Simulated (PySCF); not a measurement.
Static response to an electric field

C₂H₈FNSi.
SMILES with atom numbers: `[CH3:1][C@H:2]([F:3])[SiH2:4][NH2:5]` (hydrogens: H6, H7, H8 on C1; H9 on C2; H10, H11 on Si4; H12, H13 on N5)

Cartesian coordinates in Å at the GFN2-xTB level; atoms count from 1:
```
atom  x, y, z in Å
C1     1.5517   -0.2837    0.5856
C2     0.7839    0.2148   -0.6246
F3     0.8086    1.6136   -0.6194
Si4   -1.0532   -0.3404   -0.6786
N5    -1.7260    0.3308    0.7522
H6     1.6075   -1.3679    0.5515
H7     1.0459    0.0128    1.5012
H8     2.5620    0.1237    0.5968
H9     1.3142   -0.0663   -1.5411
H10   -1.1317   -1.7959   -0.5582
H11   -1.6123    0.1124   -1.9596
H12   -2.6986    0.1794    0.9631
H13   -1.4564    1.2672    1.0135
```

Level: PBE0/def2-SVPD (PySCF), static field, nuclei fixed, core orbitals frozen in the response. The polarisability tensor in these axes (au):

```
x   65.73  0.60  2.03
y    0.60 56.85  0.54
z    2.03  0.54 60.05
```

Q: Diagonalise the tensor; give its mean and Δα, where Δα² is half the sum of the squared differences of the eigenvalues.

A: Principal values 56.75, 59.44 and 66.44 au; mean 60.88 au = 9.02 Å³ = 10.04 × 10⁻⁴⁰ C²·m²/J; Δα = 8.66 au (14 % of the mean).

Q: What is the dipole moment, and where does it point?

A: (-0.71, -0.95, 0.40) D, 1.25 D in size, pointing from the negative to the positive side. Measured along this direction, the outermost atoms are F3 at the negative end and H10 at the positive end.

Q: What depolarisation ratio follows for Rayleigh scattering of linearly polarised light, taking the static tensor?

A: ρ = 3Δα²/(45ᾱ² + 4Δα²) = 225.0/(166780 + 300.1) = 0.00135.

Q: Find the Langevin capture rate constant for H3O+ (19.018 u) meeting this molecule (93.041 u), k = 2.342 × 10⁻⁹ cm³/s × √(α in Å³ / reduced mass in u).

A: The reduced mass is 15.79 u, so k = 1.77 × 10⁻⁹ cm³/s. The formula leaves out the permanent dipole, which adds to the capture rate.

Q: In TDDFT the mean static polarisability is Σ f/ω² over all singlet excitations (ω in hartree). How much of it do the 8 lowest give? Their energies (eV) and oscillator strengths: 6.36, 0.0186; 7.11, 0.0091; 7.27, 0.0217; 7.57, 0.0233; 7.79, 0.0165; 7.91, 0.0087; 8.18, 0.0358; 8.22, 0.0083.

A: They add up to 1.87 au, 3.1 % of the 60.88 au; the largest single term is 0.40 au, from the state at 8.18 eV. Terms in order: 0.34, 0.13, 0.30, 0.30, 0.20, 0.10, 0.40, 0.09 au. Higher excitations give the rest. The strengths listed sum to 0.142.

One conformer (not necessarily the lowest) at the GFN2-xTB geometry, without solvent, vibrations or thermal averaging.
